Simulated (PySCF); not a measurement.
C8H7N, SMILES C#Cc1ccc(N)cc1, GFN2-xTB optimised geometry.

```
16

C      1.98    -2.89    -0.01
C      1.38    -1.85     0.00
C      0.66    -0.64     0.00
C     -0.74    -0.64     0.00
C     -1.43     0.55     0.00
C     -0.76     1.78     0.00
N     -1.46     2.96     0.07
C      0.64     1.77     0.00
C      1.34     0.59     0.00
H      2.52    -3.79    -0.01
H     -1.27    -1.58     0.00
H     -2.52     0.55     0.00
H     -0.96     3.79    -0.20
H     -2.43     2.93    -0.20
H      1.17     2.71     0.00
H      2.42     0.59     0.00
```

Density from PBE/def2-TZVP run with PySCF at that geometry.

Minimum of the electron density along straight lines between bonded atoms, close to the bond critical point (lines longer than 1.1 times the sum of covalent radii, or with two minima, are not listed):

```csv
bond,length / Å,ρ at the minimum / e bohr⁻³,∇²ρ there / e bohr⁻⁵,position (fraction from the first atom)
C1–C2,1.201,[?],[?],0.49
C2–C3,1.414,0.293,[?],0.53
C3–C4,1.395,0.311,-0.88,0.50
C4–C5,1.378,0.321,-0.92,0.50
C5–C6,1.397,0.312,-0.89,0.48
C6–N7,1.379,0.311,-0.94,0.39
C6–C8,1.397,0.312,-0.89,0.52
C3–C9,1.395,0.311,-0.88,0.50
C8–C9,1.378,0.321,-0.92,0.50
C1–H10,1.049,0.297,-1.10,0.66
C4–H11,1.080,0.286,-1.01,0.65
C5–H12,1.081,0.282,-0.97,0.64
N7–H13,1.007,0.341,-1.70,0.74
N7–H14,1.007,0.341,-1.70,0.74
C8–H15,1.081,0.282,-0.97,0.64
C9–H16,1.080,0.286,-1.01,0.65
```

Fill in the missing entries.


- C1–C2, ρ at the minimum / e bohr⁻³: 0.417
- C1–C2, ∇²ρ there / e bohr⁻⁵: -1.19
- C2–C3, ∇²ρ there / e bohr⁻⁵: -0.82
